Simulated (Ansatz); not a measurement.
hydrogen fluoride (hydrogen fluoride), singlet, geometry from GFN2-xTB; R2SCAN/aug-cc-pVDZ (Ansatz, a first-principles code).

Ansatz was given this input:
Ansatz 0.2 input:
```yaml
crystal:
  periodic: [false, false, false]
  atoms:
    - {symbol: F, position_ang: [-0.00000000, -0.00000000, -0.09325170]}
    - {symbol: H, position_ang: [0.00000000, 0.00000000, 0.83926531]}
basis:
  gaussian:
    orbitals: aug-cc-pVDZ
hamiltonian:
  xc: r2scan
accuracy: high
```

It wrote (shortened):

```
Functional definition: r2SCAN
530 factors; integrals over basis functions are off by at most 3.7e-9 eV
mean field evaluation 1: about -2730.9137 eV, gradient 3.2e1 eV
mean field evaluation 2: about -2727.8090 eV, gradient 5.6e1 eV
mean field evaluation 4: about -2732.4193 eV, gradient 2.3e-1 eV
mean field evaluation 8: about -2732.4191 eV, gradient 1.6e-3 eV
mean field evaluation 16: about -2732.4191 eV, gradient 4.5e-8 eV
mean field -2732.41914960 eV, -100.4145516474 hartree, gradient 4.5e-8 eV, S^2 0.000000; 0 other end points of the search recorded, 0 dependent functions left out
reference -2732.41915024 eV, -100.4145516713 hartree; 5, 5 occupied and 27, 27 virtual orbitals, 530 factors
Total energy: -2732.41915024 eV, -100.4145516713 hartree
```
